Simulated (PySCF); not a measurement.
**Spinor energies of Er⁶⁵⁺ (erbium, charge +65)**

Start: [He] 2s1; 2s1/2 filled at m_j = +1/2. Calculated with PySCF 2.14 in an uncontracted even-tempered set (17 s from 49 bohr⁻², ratio 2.4; 13 p from 64 bohr⁻², ratio 2.4; 5 d from 200 bohr⁻², ratio 2.6; 4 f from 300 bohr⁻², ratio 2.6): generalised Hartree-Fock with the X2C-1e Hamiltonian and a Gaussian nucleus; one run each with spin-orbit coupling (SO) switched off, then screened by Boettger's factors.

```json
{"spinor shell": "1s1/2", "electrons": "2", "ε, spin-free (eV)": "-65590.7", "ε, screened SO (eV)": "-65590.7", "weight of nominal j (screened SO)": "1.000", "rms radius, screened SO (bohr)": "0.0230"}
{"spinor shell": "2s1/2", "electrons": "1", "ε, spin-free (eV)": "-16294.0", "ε, screened SO (eV)": "-16294.0", "weight of nominal j (screened SO)": "1.000", "rms radius, screened SO (bohr)": "0.0886"}
```

```
   quantity    spin-free  screened SO
E (hartree)  -5498.71858  -5498.71858
        M_J          1/2          1/2
       ⟨J²⟩        0.750        0.750
       ⟨L²⟩        0.000        0.000
       ⟨S²⟩        0.750        0.750
```

Each row is a mean over spinors that exchange with the open shell spreads, by up to 57.808 eV (1s1/2).

Breit and QED terms are absent; they matter most for the inner s and p1/2 levels.

Densities and radii are taken from the X2C orbitals without a picture-change correction, which distorts them close to the nucleus.

Without spin-orbit coupling the j labels of p, d and f shells carry no meaning; the spin-free column gives the mean over the occupied spinors of each nl shell.
